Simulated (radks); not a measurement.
Charge is removed step by step from the 1s down level of Be2+, starting from 1s(up 1, down 1). All-electron calculation, non-relativistic Kohn-Sham, PBEsol, spin-polarised, spherical densities, point nucleus. Program: a radial shooting solver on a logarithmic mesh with Libxc functionals.

removed (e)  E - E(0) (eV)  eigenvalue (eV)
0                    0.000          -131.37
0.1                 13.365          -135.93
0.2                 27.185          -140.46
0.3                 41.456          -144.95
0.4                 56.172          -149.37
0.5                 71.325          -153.66
0.6                 86.899          -157.78
0.7                 102.87          -161.63
0.8                 119.21          -164.99
0.9                 135.84          -167.31

The mean slope of the eigenvalue, de/dn, is 39.9 eV per electron.
